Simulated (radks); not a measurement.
All-electron atom: neutral strontium in [Kr] 5s1.5 5p0.5 (fractional occupations, a model configuration). Method: scalar-relativistic Kohn-Sham, BLYP, spin-polarised, spherical densities, finite nucleus; open shells are filled with parallel spins first (spin-orbit coupling, left out, can overturn this in heavy ions); Fermi nuclear charge, rms radius 4.224 fm; computed with a radial shooting solver on a logarithmic mesh with Libxc functionals. Some entries of the table are withheld. Estimate them.

| orbital | occ. | eigenvalue (eV) | <1/r> (bohr^-1) | <r^2> (bohr^2) |
|---|---|---|---|---|
| 1s up | 1 | -15940.94 | 38.99 | 0.002067 |
| 1s down | 1 | -15940.93 | 38.99 | 0.002067 |
| 2s up | 1 | -2158.859 | 8.702 | 0.03507 |
| 2s down | 1 | -2158.852 | 8.702 | 0.03507 |
| 2p up | 3 | -1918.637 | 8.498 | 0.02765 |
| 2p down | 3 | -1918.629 | 8.498 | 0.02765 |
| 3s up | 1 | -333.9504 | 2.917 | 0.2782 |
| 3s down | 1 | -333.9384 | 2.917 | 0.2782 |
| 3p up | 3 | -256.4579 | 2.762 | 0.2904 |
| 3p down | 3 | -256.4449 | 2.762 | 0.2904 |
| 3d up | 5 | -128.4365 | 2.507 | 0.3030 |
| 3d down | 5 | -128.4222 | 2.507 | 0.3030 |
| 4s up | 1 | -41.2946 | 0.9925 | 2.091 |
| 4s down | 1 | -41.2502 | 0.9925 | 2.090 |
| 4p up | 3 | -23.1948 | (1) | 2.843 |
| 4p down | 3 | -23.1461 | (2) | 2.836 |
| 5s up | 1 | -3.8821 | 0.3010 | 20.40 |
| 5s down | 0.5 | -3.5404 | 0.3018 | 20.66 |
| 5p up | 0.5 | -1.5033 | (3) | 38.85 |
| 5p down | 0 | -1.2111 | (4) | 43.46 |

Answer. 
(1) 4p up <1/r> (bohr^-1): 0.8483
(2) 4p down <1/r> (bohr^-1): 0.8488
(3) 5p up <1/r> (bohr^-1): 0.2185
(4) 5p down <1/r> (bohr^-1): 0.2090
